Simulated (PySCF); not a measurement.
C6H6O3.
Numbering: `[CH3:1][C:2](=[O:3])[O:4][c:5]1[cH:6][cH:7][cH:8][o:9]1` (hydrogens: H10, H11, H12 on C1; H13 on C6; H14 on C7; H15 on C8)

Theory: PySCF, TDDFT CAM-B3LYP/def2-SVPD, vertical, gas phase, core orbitals frozen in the response. Geometry: GFN2-xTB, one conformer, isolated molecule. Torsions of this conformer, `[CH3:1][C:2](=[O:3])[O:4][c:5]1[cH:6][cH:7][cH:8][o:9]1`: C1–C2–O4–C5 180°, C2–O4–C5–C6 0°.

Broadening: Gaussians 0.25 eV wide at half height, area fixed by f = 4.319×10⁻⁹ ∫ε dν̃. The width is an assumption, not a result. The curve ends short of the highest state used, and states not computed would add to its high-energy end.

λ (nm), ε (L mol⁻¹ cm⁻¹) and a bar:
```
    175.7        597 #
    177.7       1364 #
    179.8       2407 ##
    181.9       2607 ##
    184.0       2207 ##
    186.1       2415 ##
    188.1       2924 ###
    190.2       2643 ##
    192.3       1567 #
    194.4        611 #
    196.4        172 
    198.5         32 
    200.6          5 
    202.7          4 
    204.7         23 
    206.8        129 
    208.9        631 #
    211.0       2463 ##
    213.1       7269 #######
    215.1      15528 ##############
    217.2      26036 ########################
    219.3      33157 ##############################
    221.4      32517 #############################
    223.4      25358 #######################
    225.5      15540 ##############
    227.6       7632 #######
    229.7       3041 ###
    231.7       1053 #
    233.8        288 
    235.9         66
```

(1) Where are the band maxima, and which computed states make them?

(2) On this curve, what absorbance would a 10⁻³ mol/L sample give at 222 nm over a 1 cm path?

Results:

(1) 220 nm (5.63 eV), ε about 34000, made up of S1 (100%); 189 nm (6.57 eV), ε about 3000, made up of S4 (97%); 181 nm (6.84 eV), ε about 2700, made up of S5 (96%) (ε in L mol⁻¹ cm⁻¹; maxima over ε = 5, shares over 10%). The states used: S1 5.63 eV (f 0.314); S2 5.83 eV (f 0.0011); S3 6.28 eV (f 0.0000); S4 6.56 eV (f 0.027); S5 6.85 eV (f 0.024); S6 7.15 eV (f 0.0025); S7 7.38 eV (f 0.0072); S8 7.66 eV (f 0.0002).

(2) 222 nm is 5.585 eV, where ε is about 31000 L mol⁻¹ cm⁻¹, so A = ε c l ≈ 31 (Beer–Lambert, with the gas-phase spectrum and the assumed width).
